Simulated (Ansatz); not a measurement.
Ansatz (a first-principles code) input (PBE/6-31G*):

Ansatz 0.2 input:
```yaml
crystal:
  periodic: [false, false, false]
  atoms:
    - {symbol: C, position_ang: [-1.63289300, 0.38568100, -0.07813700]}
    - {symbol: N, position_ang: [-0.38177400, -0.20321100, -0.52811500]}
    - {symbol: Si, position_ang: [1.10077800, -0.16632400, 0.35839300]}
    - {symbol: H, position_ang: [-2.20609700, 0.76825400, -0.92633500]}
    - {symbol: H, position_ang: [-1.41984200, 1.22778000, 0.58166000]}
    - {symbol: H, position_ang: [-2.26547700, -0.31926700, 0.47256500]}
    - {symbol: H, position_ang: [-0.50730900, -0.94197600, -1.20464100]}
    - {symbol: H, position_ang: [2.17619800, -0.53601600, -0.60707600]}
    - {symbol: H, position_ang: [1.28141100, 1.23814700, 0.83194900]}
basis:
  gaussian:
    orbitals: 6-31G*
hamiltonian:
  xc: {name: PBE}
magnetization: {spin_polarized: true, initial_magnetization: 1}
relax: {f_tol: 0.003, max_steps: 120}
```

Output:

```
Functional definition: PBE
integrals: 0.02 GiB planned
821 factors; their error is unknown
mean field: 0.16 GiB planned
mean field evaluation 1: about -10485.1546 eV, gradient 4.2e1 eV
mean field evaluation 2: about -10444.2267 eV, gradient 9.0e1 eV
mean field evaluation 4: about -10492.9326 eV, gradient 7.3e0 eV
mean field evaluation 8: about -10493.1601 eV, gradient 1.6e-1 eV
mean field evaluation 16: about -10493.0970 eV, gradient 1.1e-4 eV
mean field -10493.09703277 eV, -385.6142034776 hartree, gradient 3.0e-5 eV, S^2 0.751436; 0 other end points of the search recorded, 0 dependent functions left out
the calculation of the forces begins
reference -10493.09706392 eV, -385.6142046223 hartree; 17, 16 occupied and 44, 45 virtual orbitals, 821 factors
relax step   1: F+E_penalty+E_count = -10493.09703277 eV  Δ(F+E_penalty+E_count) = +0.000e0 eV  max|allowed force component| = 5.576e-1 eV/Å  Δτ_max = 0.0000 Å  (29 SCF iters, accepted)
these checks for a lower state are left out or cut short: starts, cluster_reference, orbital_swaps, neighbouring_geometries, increment
integrals: 0.02 GiB planned
821 factors; their error is unknown
mean field: 0.16 GiB planned
mean field -10493.12233869 eV, -385.6151334530 hartree, gradient 2.1e-5 eV, S^2 0.751467; 0 other end points of the search recorded, 0 dependent functions left out
the calculation of the forces begins
reference -10493.12236963 eV, -385.6151345900 hartree; 17, 16 occupied and 44, 45 virtual orbitals, 821 factors
relax step   2: F+E_penalty+E_count = -10493.12233869 eV  Δ(F+E_penalty+E_count) = -2.531e-2 eV  max|allowed force component| = 2.768e-1 eV/Å  Δτ_max = 0.0221 Å  (32 SCF iters, accepted)
these checks for a lower state are left out or cut short: starts, cluster_reference, orbital_swaps, neighbouring_geometries, increment
integrals: 0.02 GiB planned
821 factors; their error is unknown
mean field: 0.16 GiB planned
mean field evaluation 32: about -10493.1284 eV, gradient 2.3e-5 eV
mean field -10493.12837525 eV, -385.6153552926 hartree, gradient 2.3e-5 eV, S^2 0.751492; 0 other end points of the search recorded, 0 dependent functions left out
the calculation of the forces begins
reference -10493.12840617 eV, -385.6153564287 hartree; 17, 16 occupied and 44, 45 virtual orbitals, 821 factors
relax step   3: F+E_penalty+E_count = -10493.12837525 eV  Δ(F+E_penalty+E_count) = -6.037e-3 eV  max|allowed force component| = 4.099e-2 eV/Å  Δτ_max = 0.0159 Å  (31 SCF iters, accepted)
these checks for a lower state are left out or cut short: starts, cluster_reference, orbital_swaps, neighbouring_geometries, increment
integrals: 0.02 GiB planned
821 factors; their error is unknown
mean field: 0.16 GiB planned
mean field -10493.12869706 eV, -385.6153671187 hartree, gradient 2.3e-5 eV, S^2 0.751499; 0 other end points of the search recorded, 0 dependent functions left out
the calculation of the forces begins
reference -10493.12872792 eV, -385.6153682530 hartree; 17, 16 occupied and 44, 45 virtual orbitals, 821 factors
relax step   4: F+E_penalty+E_count = -10493.12869706 eV  Δ(F+E_penalty+E_count) = -3.218e-4 eV  max|allowed force component| = 1.929e-2 eV/Å  Δτ_max = 0.0074 Å  (32 SCF iters, accepted)
these checks for a lower state are left out or cut short: starts, cluster_reference, orbital_swaps, neighbouring_geometries, increment
integrals: 0.02 GiB planned
821 factors; their error is unknown
mean field: 0.16 GiB planned
mean field -10493.12871658 eV, -385.6153678364 hartree, gradient 2.4e-5 eV, S^2 0.751498; 0 other end points of the search recorded, 0 dependent functions left out
the calculation of the forces begins
reference -10493.12874738 eV, -385.6153689679 hartree; 17, 16 occupied and 44, 45 virtual orbitals, 821 factors
relax step   5: F+E_penalty+E_count = -10493.12871658 eV  Δ(F+E_penalty+E_count) = -1.953e-5 eV  max|allowed force component| = 2.712e-2 eV/Å  Δτ_max = 0.0181 Å  (31 SCF iters, accepted)
these checks for a lower state are left out or cut short: starts, cluster_reference, orbital_swaps, neighbouring_geometries, increment
integrals: 0.02 GiB planned
821 factors; their error is unknown
mean field: 0.16 GiB planned
mean field -10493.12865946 eV, -385.6153657372 hartree, gradient 2.4e-5 eV, S^2 0.751494; 0 other end points of the search recorded, 0 dependent functions left out
the calculation of the forces begins
reference -10493.12869030 eV, -385.6153668703 hartree; 17, 16 occupied and 44, 45 virtual orbitals, 821 factors
relax step   6: F+E_penalty+E_count = -10493.12865946 eV  Δ(F+E_penalty+E_count) = +5.712e-5 eV  max|allowed force component| = 6.276e-2 eV/Å  Δτ_max = 0.0121 Å  (31 SCF iters, rejected (line search))
these checks for a lower state are left out or cut short: starts, cluster_reference, orbital_swaps, neighbouring_geometries, increment
integrals: 0.02 GiB planned
821 factors; their error is unknown
mean field: 0.16 GiB planned
mean field -10493.12886694 eV, -385.6153733620 hartree, gradient 2.6e-5 eV, S^2 0.751495; 0 other end points of the search recorded, 0 dependent functions left out
the calculation of the forces begins
reference -10493.12889776 eV, -385.6153744945 hartree; 17, 16 occupied and 44, 45 virtual orbitals, 821 factors
relax step   7: F+E_penalty+E_count = -10493.12886694 eV  Δ(F+E_penalty+E_count) = -1.504e-4 eV  max|allowed force component| = 4.016e-3 eV/Å  Δτ_max = 0.0059 Å  (25 SCF iters, accepted)
these checks for a lower state are left out or cut short: starts, cluster_reference, orbital_swaps, neighbouring_geometries, increment
integrals: 0.02 GiB planned
821 factors; their error is unknown
mean field: 0.16 GiB planned
mean field evaluation 64: about -10493.1289 eV, gradient 2.6e-5 eV
mean field -10493.12892166 eV, -385.6153753728 hartree, gradient 2.6e-5 eV, S^2 0.751494; 0 other end points of the search recorded, 0 dependent functions left out
the calculation of the forces begins
reference -10493.12895249 eV, -385.6153765059 hartree; 17, 16 occupied and 44, 45 virtual orbitals, 821 factors
relax step   8: F+E_penalty+E_count = -10493.12892166 eV  Δ(F+E_penalty+E_count) = -5.472e-5 eV  max|allowed force component| = 1.258e-2 eV/Å  Δτ_max = 0.0068 Å  (25 SCF iters, accepted)
these checks for a lower state are left out or cut short: starts, cluster_reference, orbital_swaps, neighbouring_geometries, increment
integrals: 0.02 GiB planned
821 factors; their error is unknown
mean field: 0.16 GiB planned
mean field -10493.12894531 eV, -385.6153762419 hartree, gradient 2.4e-5 eV, S^2 0.751492; 0 other end points of the search recorded, 0 dependent functions left out
the calculation of the forces begins
reference -10493.12897614 eV, -385.6153773748 hartree; 17, 16 occupied and 44, 45 virtual orbitals, 821 factors
relax step   9: F+E_penalty+E_count = -10493.12894531 eV  Δ(F+E_penalty+E_count) = -2.365e-5 eV  max|allowed force component| = 1.371e-2 eV/Å  Δτ_max = 0.0059 Å  (24 SCF iters, accepted)
these checks for a lower state are left out or cut short: starts, cluster_reference, orbital_swaps, neighbouring_geometries, increment
integrals: 0.02 GiB planned
821 factors; their error is unknown
mean field: 0.16 GiB planned
mean field -10493.12895342 eV, -385.6153765399 hartree, gradient 2.3e-5 eV, S^2 0.751491; 0 other end points of the search recorded, 0 dependent functions left out
the calculation of the forces begins
reference -10493.12898425 eV, -385.6153776730 hartree; 17, 16 occupied and 44, 45 virtual orbitals, 821 factors
relax step  10: F+E_penalty+E_count = -10493.12895342 eV  Δ(F+E_penalty+E_count) = -8.109e-6 eV  max|allowed force component| = 2.895e-3 eV/Å  Δτ_max = 0.0047 Å  (24 SCF iters, accepted)
integrals: 0.02 GiB planned
821 factors; their error is unknown
mean field: 0.16 GiB planned
mean field evaluation 96: about -10493.1290 eV, gradient 3.6e-5 eV
mean field -10493.12895342 eV, -385.6153765399 hartree, gradient 2.4e-5 eV, S^2 0.751491; 1 other end points of the search recorded, 0 dependent functions left out
the calculation of the forces begins
reference -10493.12898425 eV, -385.6153776730 hartree; 17, 16 occupied and 44, 45 virtual orbitals, 821 factors
Total energy: -10493.12898425 eV, -385.6153776730 hartree
Atom 0 at    -1.636322     0.390862    -0.084337 Å, force     0.002115    -0.000886    -0.001024 eV/Å
Atom 1 at    -0.379206    -0.174512    -0.559445 Å, force    -0.000727     0.000528    -0.001228 eV/Å
Atom 2 at     1.108150    -0.194593     0.378570 Å, force    -0.000272    -0.002895     0.002665 eV/Å
Atom 3 at    -2.245568     0.747403    -0.935292 Å, force     0.000139    -0.000227     0.000576 eV/Å
Atom 4 at    -1.423005     1.260113     0.559675 Å, force    -0.000191     0.000118     0.000035 eV/Å
Atom 5 at    -2.251126    -0.322623     0.501320 Å, force    -0.000705     0.000358     0.000374 eV/Å
Atom 6 at    -0.516807    -0.953330    -1.208066 Å, force    -0.000066     0.000896     0.000530 eV/Å
Atom 7 at     2.196559    -0.526047    -0.617683 Å, force    -0.000590     0.002213     0.000102 eV/Å
Atom 8 at     1.292320     1.225794     0.865520 Å, force     0.000297    -0.000106    -0.002030 eV/Å
Dipole moment:    -0.350739    -0.077288    -0.140734 e Å
```

The geometry given is a B3LYP-D3(BJ)/def2-TZVP minimum.
